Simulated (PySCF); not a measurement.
H3S2, SMILES [SH2+]S, charge +1.

The structure is a stationary point at B3LYP-D3(BJ)/def2-TZVP. The isomer is the one that the SMILES or the coordinates give; other isomers of the formula were not compared.

These are TDA-M06-2X/def2-TZVPD (PySCF) values and carry that method's errors.

Vertical excitations. The molecule is in vacuum. State labels are in the subgroup Cs.

**Question.** Estimate the UV-visible absorptions. (An estimate is asked for; the answer gives what the named calculation found.)

**Answer.** 
```
state  symmetry  energy (eV)  λ (nm)      f                          main pairs
-----  --------  -----------  ------  -----  ----------------------------------
S1           A"         4.17     297  0.001                      HOMO→LUMO 97 %
S2           A'         6.57     189  0.001  HOMO→LUMO+1 62 %, HOMO−1→LUMO 36 %
S3           A"         6.70     185  0.006  HOMO→LUMO+2 67 %, HOMO→LUMO+3 29 %
S4           A'         7.03     176  0.154  HOMO−1→LUMO 53 %, HOMO→LUMO+1 34 %
S5           A"         7.42     167  0.001  HOMO→LUMO+3 62 %, HOMO→LUMO+2 29 %
S6           A"         8.15     152  0.012                  HOMO−1→LUMO+1 91 %
S7           A'         8.75     142  0.007                  HOMO−1→LUMO+2 89 %
S8           A'         9.15     135  0.011  HOMO−2→LUMO 74 %, HOMO−3→LUMO 15 %
S9           A"         9.50     131  0.039  HOMO→LUMO+4 60 %, HOMO→LUMO+8 20 %
S10          A'         9.55     130  0.017                  HOMO−1→LUMO+3 77 %
T1           A"         3.56     348      0                      HOMO→LUMO 97 %
T2           A'         5.54     224      0                    HOMO−1→LUMO 96 %
T3           A'         6.16     201      0                    HOMO→LUMO+1 97 %
T4           A"         6.33     196      0  HOMO→LUMO+3 60 %, HOMO→LUMO+2 33 %
```
Triplets are in the Tamm–Dancoff approximation.
